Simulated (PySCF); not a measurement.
**Working out the ionisation energy of Sr**

Sr [Kr] 5s2 (1S) → Sr⁺ [Kr] 5s1 (2S). Calculation: PySCF 2.14, in def2-TZVPPD with the def2 core potential (28 electrons); a scalar-relativistic core potential. Frozen: nothing. Energies in hartree (1 hartree = 27.21139 eV):

```csv
part,Sr (lower),Sr⁺ (upper)
UHF,-30.347123,-30.172767
CCSD correlation,-0.222015,-0.192150
(T),-0.006480,-0.004531
```

Q: What does Hartree-Fock give?

A: (-30.172767) − (-30.347123) = 0.174356 hartree = 4.744 eV.

Q: What do CCSD and CCSD(T) give?

A: The CCSD correlation energies differ by 0.029865 hartree = 0.813 eV and the triples by 0.001949 hartree = 0.053 eV, so CCSD gives 5.557 eV and CCSD(T) 5.610 eV.

Measured between the centres of the two terms (NIST): 5.695 eV, so CCSD(T) (valence and next inner shell) is off by -0.085 eV.

What remains against the reference includes basis incompleteness and higher excitations.
